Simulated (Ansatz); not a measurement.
A nudged elastic band was laid between two geometries of C$_{2}$H$_{10}$NSbSi (15 atoms, charge 0, multiplicity 1).

The calculation used Ansatz 0.2.0, RKS B3LYP/def2-SVP.

| Item | Value |
| --- | --- |
| movable images | 6 |
| climbing image | no |
| spring | 5.0 eV/Å² |
| optimiser | quadratic models (default) |
| start path | through a guess of the saddle point |
| force threshold | 0.05 eV/Å |
| iteration limit | 41 |
| end points | relaxed |

First end point:

```xyz
15
Properties=species:S:1:pos:R:3
C -1.005 1.125 1.520
C -0.189 0.993 0.226
Si 0.576 -0.719 -0.043
N -0.689 -1.922 -0.029
Sb 2.056 -0.777 -2.229
H -1.462 2.125 1.610
H -0.376 0.969 2.411
H -1.814 0.379 1.559
H 0.631 1.733 0.198
H -0.818 1.222 -0.655
H 1.484 -1.080 1.091
H -1.411 -1.898 -0.745
H -0.452 -2.885 0.192
H 2.691 0.799 -1.925
H 0.756 -0.113 -3.153
```

Last end point:

```xyz
15
Properties=species:S:1:pos:R:3
C -1.074 1.108 1.629
C -0.512 1.084 0.200
Si 0.462 -0.484 -0.230
N -0.571 -1.874 -0.011
Sb 1.393 -0.228 -2.691
H -1.668 2.018 1.818
H -0.266 1.079 2.379
H -1.722 0.236 1.817
H 0.149 1.952 0.025
H -1.331 1.186 -0.537
H 1.603 -0.680 0.715
H -1.416 -1.968 -0.569
H -0.141 -2.786 0.122
H 2.453 -1.568 -2.456
H 2.620 0.873 -2.181
```

**Question.** What changes between the two ends?

**Answer.** No bond is made or broken. The dihedral C2–Si3–Sb5–H15 goes from -51 to 75°.

**Question.** What energy profile does the band end with?

**Answer.** It converged. The highest image is number 4 of 0 to 7, 0.039 eV above the first end and 0.032 eV above the last; the last end lies 0.007 eV above the first. No image climbed, so the highest image needn't sit at the top of the path.

```csv
image,path coordinate (Å),energy (eV),dihedral C2–Si3–Sb5–H15 (°)
0,0.00,0.000,-51
1,0.64,0.005,-34
2,1.27,0.019,-16
3,1.91,0.035,3
4,2.54,0.039,21
5,3.18,0.028,40
6,3.81,0.013,58
7,4.45,0.007,75
```

**Question.** What is the geometry of the highest image?

**Answer.** 
```xyz
15
Properties=species:S:1:pos:R:3:forces:R:3
C -1.056 1.114 1.527 0.01 -0.01 -0.01
C -0.409 0.995 0.139 0.00 -0.01 0.00
Si 0.491 -0.646 -0.166 -0.03 0.00 0.01
N -0.630 -1.957 0.106 0.02 0.01 0.02
Sb 1.551 -0.621 -2.598 0.00 0.00 -0.01
H -1.607 2.062 1.638 0.00 0.01 0.00
H -0.298 1.078 2.327 0.00 0.00 0.00
H -1.760 0.288 1.711 0.00 0.00 0.00
H 0.314 1.812 -0.033 0.00 0.00 0.00
H -1.172 1.111 -0.653 0.00 0.01 0.00
H 1.588 -0.865 0.825 0.01 0.01 0.00
H -1.454 -2.050 -0.481 0.00 0.00 -0.01
H -0.262 -2.877 0.335 0.00 -0.01 0.00
H 3.158 -0.598 -1.975 0.00 -0.01 0.00
H 1.524 1.103 -2.672 0.00 0.00 0.00
```

The band took 8 iterations and about 11 core-minutes.

Run time: 5.7 min on 2 threads of Arm Neoverse V1 (shared host), peak memory 0.41 GiB.
